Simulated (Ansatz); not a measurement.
Ideal-gas functions of `[AlH2][Br]` at 298.15 K and 1 bar, from an Ansatz frequency run at PBE0-D4/def2-TZVP.

Molar mass 108.9 g/mol, point group C2v (symmetry number 2), electronic degeneracy 1, moments of inertia 3.933, 114.256, 118.189 u Å². Harmonic wavenumbers (cm⁻¹, unscaled): 414, 487, 589, 770, 1959, 1976.

Use S(trans) = R[1.5 ln M + 2.5 ln T − 1.1517]; rotational temperatures θ = 24.2544 K / I; S(rot) = R[ln(√π/σ · √(T³/θAθBθC)) + 1.5]; for each mode x = 1.438777 ν̃/T, S = R[x/(eˣ − 1) − ln(1 − e⁻ˣ)] and H = RT x/(eˣ − 1); 1 cm⁻¹ = 0.0119627 kJ/mol; R = 8.31446 J/(mol·K).

Task: By hand: the entropy, in J/(mol·K).

Result: Translation 167.4. Rotation: θ = 6.1669, 0.2123, 0.2052 K, giving 88.0. Vibration, mode by mode: 3.82, 2.89, 1.96, 0.98, 0.01, 0.01, in all 9.7. Electronic 0.0. Sum 265.1 J/(mol·K).

Task: By hand: H − E and G − E in kJ/mol, counted from the electronic energy.

Result: Zero-point energy ½ × 6195 × 0.0119627 = 37.1; thermal vibration 2.1; translation, rotation and pV give 4 RT = 9.9. H − E = 49.1 kJ/mol, and G − E = 49.1 − 298.15 × 265.1/1000 = -29.9 kJ/mol.

Vibration gives 4 % of the entropy.
